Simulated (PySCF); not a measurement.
Isomers of C6H12N2Si, from PySCF 2.14.0, PBE0-D3(BJ)/def2-SVP geometry optimisation, gas phase. One conformer each, no zero-point energy, no frequencies.

Question: Which is lower in electronic energy at this level?
A. `CN(C)c1ccn([SiH3])c1`: A = 3496, B = 744.0, C = 625.9 MHz, dipole 0.56 D
B. `[CH3:1][CH:2]([CH3:3])[c:4]1[n:5][cH:6][cH:7][n:8]1[SiH3:9]` with C1–C2–C4–N5 -43°: A = 1742, B = 1243, C = 852.9 MHz, dipole 3.00 D

Answer: B. That is `CC(C)C1=NC=CN1[SiH3]`, 19.7 kcal/mol below the other.

| SMILES | mapped SMILES | E (Eh) | relative (kcal/mol) | relative (kJ/mol) | dipole (D) |
| --- | --- | --- | --- | --- | --- |
| CC(C)c1nccn1[SiH3] | [CH3:1][CH:2]([CH3:3])[c:4]1[n:5][cH:6][cH:7][n:8]1[SiH3:9] | -634.02613 | 0.0 | 0.0 | 3.00 |
| CN(C)c1ccn([SiH3])c1 | [CH3:1][N:2]([CH3:3])[c:4]1[cH:5][cH:6][n:7]([SiH3:8])[cH:9]1 | -633.99480 | 19.7 | 82.3 | 0.56 |
